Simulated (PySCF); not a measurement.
H5BiSiTe2, singlet, at a GFN2-xTB geometry (such geometries of metal compounds can be far from the true shape) (core potentials on Bi, Te); PySCF with DF-PBE/def2-SVPD.

The PySCF input:
```python
from pyscf import gto, scf, dft

mol = gto.M(
    atom='''
Bi   -0.208961    0.526408    0.799551
Si   -2.497229   -0.627365    0.300423
H    -2.453201   -1.490806   -0.874715
H    -3.523418    0.385850    0.071334
H    -2.898392   -1.446236    1.440891
Te   -0.006432    1.316586   -1.905428
H     1.248048    2.346740   -1.547803
Te    1.110859   -1.958437    0.542781
H     2.501721   -1.328047    1.199246
''',
    basis='def2-svpd',
    ecp={'Bi': 'def2-svpd', 'Te': 'def2-svpd'},
    charge=0,
    spin=0,
    verbose=4,
    max_memory=1800,
)

mf = dft.RKS(mol)
mf.xc = 'pbe'
mf = mf.density_fit(auxbasis='def2-universal-jkfit')
mf.kernel()
```

Output, abridged:

```
PySCF version 2.14.0

[INPUT] verbose = 4
[INPUT] num. atoms = 9
[INPUT] num. electrons = 90
[INPUT] charge = 0
[INPUT] spin (= nelec alpha-beta = 2S) = 0
[INPUT] symmetry False subgroup None
[INPUT] Mole.unit = angstrom
[INPUT] Symbol           X                Y                Z      unit          X                Y                Z       unit  Magmom
[INPUT]  1 Bi    -0.208961000000   0.526408000000   0.799551000000 AA   -0.394879060715   0.994766949780   1.510932412622 Bohr   0.0
[INPUT]  2 Si    -2.497229000000  -0.627365000000   0.300423000000 AA   -4.719078880321  -1.185548030138   0.567717191520 Bohr   0.0
[INPUT]  3 H     -2.453201000000  -1.490806000000  -0.874715000000 AA   -4.635878018509  -2.817215044858  -1.652971787049 Bohr   0.0
[INPUT]  4 H     -3.523418000000   0.385850000000   0.071334000000 AA   -6.658295042363   0.729150825163   0.134801723370 Bohr   0.0
[INPUT]  5 H     -2.898392000000  -1.446236000000   1.440891000000 AA   -5.477167081630  -2.732989951486   2.722889365351 Bohr   0.0
[INPUT]  6 Te    -0.006432000000   1.316586000000  -1.905428000000 AA   -0.012154718433   2.487986959437  -3.600737070078 Bohr   0.0
[INPUT]  7 H      1.248048000000   2.346740000000  -1.547803000000 AA    2.358468910311   4.434695885562  -2.924923764780 Bohr   0.0
[INPUT]  8 Te     1.110859000000  -1.958437000000   0.542781000000 AA    2.099219273008  -3.700909562215   1.025707435618 Bohr   0.0
[INPUT]  9 H      2.501721000000  -1.328047000000   1.199246000000 AA    4.727567530073  -2.509645110550   2.266246495980 Bohr   0.0

nuclear repulsion = 511.909049635614
number of shells = 68
number of NR pGTOs = 299
number of NR cGTOs = 166
basis = def2-svpd
ecp = {'Bi': 'def2-svpd', 'Te': 'def2-svpd'}

******** <class 'pyscf.df.df_jk.DFRKS'> ********
method = DFRKS
initial guess = minao
damping factor = 0
level_shift factor = 0
DIIS = <class 'pyscf.scf.diis.CDIIS'>
diis_start_cycle = 1
diis_space = 8
diis_damp = 0
SCF conv_tol = 1e-09
SCF conv_tol_grad = None
SCF max_cycles = 50
direct_scf = False
XC library pyscf.dft.libxc version 7.1.2
    S. Lehtola, C. Steigemann, M. J. T. Oliveira, and M. A. L. Marques,  SoftwareX 7, 1–5 (2018)
XC functionals = pbe
    J. P. Perdew, K. Burke, and M. Ernzerhof,  Phys. Rev. Lett. 77, 3865 (1996)
    J. P. Perdew, K. Burke, and M. Ernzerhof,  Phys. Rev. Lett. 78, 1396 (1997)
    J. P. Perdew, K. Burke, and M. Ernzerhof,  Phys. Rev. Lett. 77, 3865 (1996)
    J. P. Perdew, K. Burke, and M. Ernzerhof,  Phys. Rev. Lett. 78, 1396 (1997)
radial grids:
    Treutler-Ahlrichs [JCP 102, 346 (1995); DOI:10.1063/1.469408] (M4) radial grids

becke partition: Becke, JCP 88, 2547 (1988); DOI:10.1063/1.454033
pruning grids: <function nwchem_prune>
grids dens level: 3
symmetrized grids: False
atomic radii adjust function: <function treutler_atomic_radii_adjust>
small_rho_cutoff = 0
Set gradient conv threshold to 3.16228e-05
Initial guess from minao.
tot grids = 135584
init E= -959.516332760269
  HOMO = -1.21473633557293  LUMO = -1.09731058665458  gap/eV = 3.19532
cycle= 1 E= -1032.38881482647  delta_E= -72.9  |g|=  5.3  |ddm|= 22.2
  HOMO = -0.00762810744790512  LUMO = -0.0051573665604997  gap/eV = 0.06723
cycle= 2 E= -817.782962374556  delta_E=  215  |g|= 19.2  |ddm|=  658

WARN: HOMO -0.0339811819110217 == LUMO -0.0336375621591989

cycle= 3 E= -1038.31060064103  delta_E= -221  |g|= 3.28  |ddm|=  659
  HOMO = -0.324310345289973  LUMO = -0.221482923669242  gap/eV = 2.79808
cycle= 4 E= -1042.22839694469  delta_E= -3.92  |g|=  1.3  |ddm|= 7.61
  HOMO = -0.205975826843271  LUMO = -0.0922766043765001  gap/eV = 3.09391
cycle= 5 E= -1042.67863022972  delta_E= -0.45  |g|= 0.829  |ddm|= 3.34
  HOMO = -0.178451068769744  LUMO = -0.100457155598999  gap/eV = 2.12232
cycle= 6 E= -1042.94803778117  delta_E= -0.269  |g|= 0.276  |ddm|= 1.69
  HOMO = -0.188157763195916  LUMO = -0.0931310114025202  gap/eV = 2.58581
cycle= 7 E= -1042.97629700229  delta_E= -0.0283  |g|= 0.0977  |ddm|= 0.655
  HOMO = -0.18519356857235  LUMO = -0.098156011636971  gap/eV = 2.36841
cycle= 8 E= -1042.97929528665  delta_E= -0.003  |g|= 0.0523  |ddm|= 0.232
  HOMO = -0.187295677101563  LUMO = -0.0970561014839492  gap/eV = 2.45554
cycle= 9 E= -1042.98049542578  delta_E= -0.0012  |g|= 0.0135  |ddm|= 0.105
  HOMO = -0.18702430675995  LUMO = -0.0973476339381068  gap/eV = 2.44023
cycle= 10 E= -1042.98056698554  delta_E= -7.16e-05  |g|= 0.00243  |ddm|= 0.0299
  HOMO = -0.186947729333767  LUMO = -0.0972608078986404  gap/eV = 2.44051
cycle= 11 E= -1042.98056948505  delta_E= -2.5e-06  |g|= 0.000386  |ddm|= 0.00574
  HOMO = -0.186951434442927  LUMO = -0.0972660057843843  gap/eV = 2.44046
cycle= 12 E= -1042.9805695461  delta_E= -6.11e-08  |g|= 0.000111  |ddm|= 0.000927
  HOMO = -0.186950582046849  LUMO = -0.09726361911215  gap/eV = 2.44051
cycle= 13 E= -1042.98056955098  delta_E= -4.88e-09  |g|= 2.15e-05  |ddm|= 0.000244
  HOMO = -0.186952657064398  LUMO = -0.0972651617091458  gap/eV = 2.44052
cycle= 14 E= -1042.98056955108  delta_E= -9.53e-11  |g|= 1.52e-05  |ddm|= 7.05e-05
  HOMO = -0.186951114807266  LUMO = -0.0972637421327714  gap/eV = 2.44052
Extra cycle  E= -1042.98056955065  delta_E= 4.26e-10  |g|= 3.31e-05  |ddm|= 9.69e-05
converged SCF energy = -1042.98056955065
```
